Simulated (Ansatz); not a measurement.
GeS2⁺, relaxed as a doublet with UKS r2SCAN-D4/def2-TZVP in Ansatz, starting from the GFN1-xTB geometry. Force threshold 0.02 eV/Å.

The relaxation made no stability test and no search for a lower SCF solution. The structure comes from a short search, and lower isomers may exist.

Start:

Cartesian coordinates in Å:
```
Ge -0.027 -0.160 1.339
S 1.025 0.000 -0.658
S -0.998 0.160 -0.681
```

**Question.** Estimate the energy that the relaxation releases and the steps that it takes.

**Answer.** 1.7 kJ/mol, in 3 steps; 6 s on 4 threads of Arm Neoverse V1 on a shared host. No frequencies were taken in this run, so the end may be a saddle point.

**Question.** Does the start keep its bonding and symmetry?

**Answer.** By distances, no bond broke or formed. The bond that changes most is Ge1–S3, from 2.26 to 2.30 Å (atoms count from 1). Point group C2v at the start, C2v at the end, both within 0.05 Å.

**Question.** Predict the relaxed structure.

**Answer.** 
```xyz
3

Ge   -0.0280   -0.1631    1.3684
S     1.0178    0.0022   -0.6731
S    -0.9898    0.1609   -0.6953
```
Bond lengths: 2 × Ge–S 2.30 Å; 1 × S–S 2.01 Å.
